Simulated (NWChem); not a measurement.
System: CH₄MgO; SMILES C[O][MgH]

```xyz
7

Mg     0.0000     0.0000    -1.4050
H      0.0000     0.0000    -3.1034
O      0.0000     0.0000     0.3656
C      0.0000     0.0000     1.7503
H      0.6248    -0.8114     2.1601
H      0.3903     0.9468     2.1601
H     -1.0151    -0.1354     2.1601
```
Atoms are numbered in this order, from 1.

Computed with NWChem. Geometry: optimised at B3LYP/6-31G* (spherical d). Static field.

For level LDA (Slater exchange, VWN5)/aug-cc-pVDZ:

| Property | Value |
|---|---|
| isotropic polarisability (bohr³) | 51.3 |
| anisotropy (bohr³) | 20.6 |

Task: What are these values for level B3LYP/aug-cc-pVDZ?

Result: The isotropic polarisability (bohr³) is 46.9 and the anisotropy (bohr³) is 17.3.
